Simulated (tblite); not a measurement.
Compound: C₂H₆F₃PSi.
SMILES: `[SiH3]P(C(F)(F)F)C`

Computed with GFN2-xTB (tblite): harmonic, unscaled wavenumbers at the GFN2-xTB geometry, gas phase. This tight-binding method is rough: wavenumbers can miss measured ones by several per cent, in bad cases by 10 to 20. Modes of hydrogen on silicon can be 10 to 20 % off.

Harmonic wavenumbers (cm⁻¹): 46.5, 89.2, 117.8, 147.0, 181.0, 187.8, 257.8, 293.0, 402.3, 456.8, 469.2, 480.2, 506.1, 528.0, 673.5, 737.3, 740.0, 746.6, 775.3, 892.8, 902.3, 1019.8, 1051.0, 1085.6, 1321.6, 1432.0, 1441.5, 2247.8, 2272.7, 2299.4, 2993.5, 2994.7, 3019.2.

A = 2366, B = 1444, C = 1171 MHz; mass 145.993 u (most abundant isotopes); point group C1, symmetry number 1.

Problem. What is the zero-point energy?

Solution. Half the sum of the wavenumbers: 16405 cm⁻¹ = 196.24 kJ/mol.

Problem. What is S at 350 K and 1 bar for an ideal gas of classical rigid rotors and harmonic oscillators?

Solution. Translation 174.34, rotation 122.40, vibration 139.91: S = 436.7 J/(mol K).

Problem. And Cp and H(350 K) − H(0)?

Solution. Cp = 169.13 J/(mol K), of which vibrations give 135.88 (their classical limit is 33 R = 274.4); H(350 K) − H(0) = 37.28 kJ/mol without the zero-point energy, 25.64 from vibrations.

Problem. What must be added to the electronic energy to get the Gibbs energy at 350 K and 1 bar?

Solution. ZPE + [H(350 K) − H(0)] − T·S = 196.24 + 37.28 − 152.83 = 80.69 kJ/mol.

Problem. Which modes carry the vibrational entropy at 350 K?

Solution. 46.5 cm⁻¹: 22.08; 89.2 cm⁻¹: 16.70; 117.8 cm⁻¹: 14.42; 147.0 cm⁻¹: 12.63; 181.0 cm⁻¹: 10.96; 187.8 cm⁻¹: 10.67 J/(mol K); the other 27 give 52.44 together.

Problem. Blend soft modes into free rotors: weight 1/[1 + (100 cm⁻¹/ν̃)⁴] for the oscillator and the rest for a rotor with moment μB/(μ + B), μ = h/(8π²ν), B = 10⁻⁴⁴ kg m². What vibrational entropy results?

Solution. 130.48 J/(mol K) in place of 139.91, which changes −T·S at 350 K by +3.30 kJ/mol.

Hindered rotation and anharmonicity are outside this model. The structure is chiral; the term R ln 2 for an equal mix with its mirror image is left out.

Shape of the structure used: `[CH3:1][P:2]([SiH3:3])[C:4]([F:5])([F:6])[F:7]`: C1–P2–C4–F5 171°.
